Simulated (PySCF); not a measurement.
Mo(NH)(S)(Cl)(SH) (ClH2MoNS2), SMILES [Cl][Mo](=[NH])(=[S])[SH], multiplicity 1. Geometry optimised at PBE0-D3(BJ)/def2-SVP. The multiplicity is an assumed one; no other spin state was optimised. The structure was generated by enumeration; whether it is a known compound was not checked. The def2 effective core potentials stand for the cores of Mo; spin–orbit coupling is left out. Other conformers were not sampled.

Computed equilibrium geometry at PBE0-D3(BJ)/def2-SVP (PySCF confirms it by a frequency run) as a Z-matrix (one conformer of several):
```
Mo
N 1 1.7035
H 2 1.0207 1 153.87
S 1 2.1044 2 109.59 3 -1.88
Cl 1 2.2735 2 109.81 3 120.31
S 1 2.3130 2 101.97 3 -117.74
H 6 1.3554 1 94.85 2 165.09
```
Charge 0, spin multiplicity 1.
